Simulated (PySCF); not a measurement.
Ionisation energy of Nd(48+) by level of theory

Nd(48+) [Ne] 3s2 (1S) → Nd(49+) [Ne] 3s1 (2S), as a difference of total energies. Calculation: PySCF 2.14, in an uncontracted even-tempered set (17 s from 11 bohr⁻², ratio 2.5; 12 p from 14 bohr⁻², ratio 2.5; 4 d from 52 bohr⁻², ratio 2.7; 4 f from 78 bohr⁻², ratio 2.7); scalar relativity by spin-free X2C-1e. Correlated levels: outer shells: 1s2 frozen; virtual orbitals above 40 to 60 times the deepest correlated orbital energy dropped. The calculations carry no spin-orbit coupling.

```tsv
method	ionisation energy (eV)
UHF	4199.8
MP2 (outer shells)	4203.3
SCS-MP2 (outer shells)	4203.7
CCSD (outer shells)	4203.9
CCSD(T) (outer shells)	4203.9
```

Problem. How much does correlation contribute at CCSD(T) (outer shells)?

Solution. 4203.9 − (4199.8) = 4.1 eV, measured against UHF.

Breit and QED terms and the two-electron picture change are absent.

For comparison: 4198 ± 4 eV (theoretical estimate listed by NIST; NIST Atomic Spectra Database, ionization energies).
